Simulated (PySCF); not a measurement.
These compounds are isomers of formula C$_{6}$H$_{15}$OPSi.

A. `C[C@@H]1CC[P@H](=O)C[C@@H]1[SiH3]`
B. SMILES C1[Si](C)(C)CC[PH](=O)C1
C. `C1[Si@H](CC)CC[P@@H](=O)C1`
D. `COC1CCP([SiH3])CC1`

Spectrum 1. ¹³C{¹H} NMR (computed): δ 29.4 (CH2), 10.6 (CH3), 8.9 (CH2), 6.6 (CH2).

Spectrum 2. ¹³C{¹H} NMR (computed): δ 34.4 (CH2), 33.4 (CH), 29.0 (CH2), 27.2 (CH2), 22.5 (CH), 14.8 (CH3).

Spectrum 3. ¹³C{¹H} NMR (computed): δ 78.8 (CH), 58.3 (CH3), 33.3 (CH2), 18.8 (CH2).

Spectrum 4. ¹³C{¹H} NMR (computed): δ 28.6 (CH2), 9.8 (CH2), -1.8 (CH3), -5.2 (CH3).

PySCF 2.14 calculation with σ from GIAO-PBE0/pcSseg-1 and coordinates at the GFN2-xTB level; no solvent model, fast rotation and ring inversion assumed for equivalent nuclei, single conformer, non-relativistic Hamiltonian.

Referencing at the same level of theory: TMS for ¹³C. Splittings of carbon signals by F and P are missing where no couplings were computed. Shifts are as computed. Against solution values, carbons near 30 ppm lie about +3 ppm off and those near 130 ppm about +5 ppm. Of 1211 compounds with measured shifts, 218 miss one by over three times the rms of a fit or turn the order of signals round; such compounds aren't used in these exercises.

Which spectrum belongs to which compound?

## Answers

1–C, 2–A, 3–D, 4–B.

- Spectrum 1 (C): 4 ¹³C signals; δC 10.6 is a methyl carbon; δC 8.9 is an sp3 CH2 bonded to Si.
- Spectrum 2 (A): 6 ¹³C signals; δC 34.4 is an sp3 CH2 in a ring; δC 33.4 is an sp3 CH in a ring.
- Spectrum 3 (D): 4 ¹³C signals; δC 78.8 is an sp3 CH bonded to O; δC 58.3 is a methyl carbon bonded to O.
- Spectrum 4 (B): 4 ¹³C signals; δC 9.8 is an sp3 CH2 bonded to Si; δC -1.8 is a methyl carbon bonded to Si.
